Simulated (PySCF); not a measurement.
**Two-component Hartree-Fock for Bi²⁺ (bismuth, charge +2)**

Start: [Xe] 4f14 5d10 6s1 6p1 7s1; 6s1/2 filled at m_j = +1/2; 6p3/2 filled at m_j = +3/2; 7s1/2 filled at m_j = +1/2. Calculated with PySCF 2.14 in x2c-SVPall-2c with one added diffuse shell each of s, p type (8s12p7d2f, 93 functions): generalised Hartree-Fock with the X2C-1e Hamiltonian and a Gaussian nucleus; one run each with spin-orbit coupling (SO) switched off, then screened by Boettger's factors. This is a chosen level, not necessarily the ground level.

```
spinor shell  electrons  ε, spin-free (eV)  ε, screened SO (eV)  weight of nominal j (screened SO)  rms radius, screened SO (bohr)
       1s1/2          2           -91067.9             -91026.2                              1.000                          0.0178
       2s1/2          2           -16542.0             -16528.7                              1.000                          0.0718
       2p1/2          2           -14176.5             -15858.5                              1.000                          0.0606
       2p3/2          4           -14176.5             -13533.1                              1.000                          0.0691
       3s1/2          2            -4084.6              -4080.2                              1.000                           0.183
       3p1/2          2            -3398.7              -3778.1                              1.000                           0.175
       3p3/2          4            -3398.7              -3250.2                              1.000                           0.192
       3d3/2          4            -2695.1              -2759.4                              1.000                           0.168
       3d5/2          6            -2695.1              -2648.6                              1.000                           0.172
       4s1/2          2            -995.49              -994.25                              1.000                           0.401
       4p1/2          2            -767.01              -861.50                              1.000                           0.404
       4p3/2          4            -767.01              -729.89                              1.000                           0.438
       4d3/2          4            -499.05              -513.16                              1.000                           0.450
       4d5/2          6            -499.05              -488.66                              1.000                           0.455
       5s1/2          2            -204.99              -204.98                              1.000                           0.891
       4f5/2          6            -202.78              -205.33                              1.000                           0.479
       4f7/2          8            -202.78              -199.98                              1.000                           0.481
       5p1/2          2            -138.36              -156.72                              1.000                           0.951
       5p3/2          4            -138.36              -131.54                              1.000                            1.04
       5d3/2          4            -58.827              -60.758                              0.985                            1.28
       5d5/2          6            -58.827              -57.718                              0.990                            1.30
       6s1/2          1            -40.398              -40.452                              1.000                            2.17
       6p3/2          1            -27.246              -26.390                              1.000                            2.78
       7s1/2          1            -13.611              -13.670                              1.000                            5.03
```

```json
{"quantity": "E (hartree)", "spin-free": "-21511.07881", "screened SO": "-21551.99137"}
{"quantity": "M_J", "spin-free": "5/2", "screened SO": "5/2"}
{"quantity": "⟨J²⟩", "spin-free": "8.756", "screened SO": "8.756"}
{"quantity": "⟨L²⟩", "spin-free": "2.004", "screened SO": "2.197"}
{"quantity": "⟨S²⟩", "spin-free": "3.752", "screened SO": "3.948"}
```

Each row is a mean over spinors that exchange with the open shell spreads, by up to 1.005 eV (5d5/2).

Breit and QED terms are absent; they matter most for the inner s and p1/2 levels.

Densities and radii are taken from the X2C orbitals without a picture-change correction, which distorts them close to the nucleus.

Without spin-orbit coupling the j labels of p, d and f shells carry no meaning; the spin-free column gives the mean over the occupied spinors of each nl shell.
